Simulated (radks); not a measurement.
Values are calculated unless marked as measured or tabulated.
Trend from Mg to Ar: ionisation energy by Delta-SCF between NIST ground configurations, and size. Level of theory: scalar-relativistic Kohn-Sham, r2SCAN, spin-polarised, spherical densities, finite nucleus; open shells are filled with parallel spins first; meta-GGA in the generalised Kohn-Sham scheme; Fermi nuclear charge, rms radius of each element as measured or else 0.836 A^(1/3) + 0.57 fm (a radial shooting solver on a logarithmic mesh with Libxc functionals).

species  configuration  configuration of the ion  IE (eV)  NIST (eV)  kind  -e(HOMO) (eV)  r at 0.001 e/bohr^3 (bohr)
Mg            [Ne] 3s2                  [Ne] 3s1    7.380      7.646  exp.     4.818 (3s)                        4.55
Al        [Ne] 3s2 3p1                  [Ne] 3s2    5.898      5.986  exp.     3.057 (3p)                        4.56
Si        [Ne] 3s2 3p2              [Ne] 3s2 3p1    8.413      8.152  exp.     4.836 (3p)                        4.42
P         [Ne] 3s2 3p3              [Ne] 3s2 3p2   10.903     10.487  exp.     6.684 (3p)                        4.21
S         [Ne] 3s2 3p4              [Ne] 3s2 3p3    9.938     10.360  exp.     5.875 (3p)                        4.05
Cl        [Ne] 3s2 3p5              [Ne] 3s2 3p4   13.101     12.968  exp.     8.288 (3p)                        3.88
Ar                [Ar]              [Ne] 3s2 3p5   16.156     15.760  exp.    10.711 (3p)                        3.72

Reference values: NIST Atomic Spectra Database (exp. = measured, semi-emp. = semi-empirical, theory = theoretical value adopted there). Open shells are spherical and high-spin; term and fine-structure splittings are not resolved.
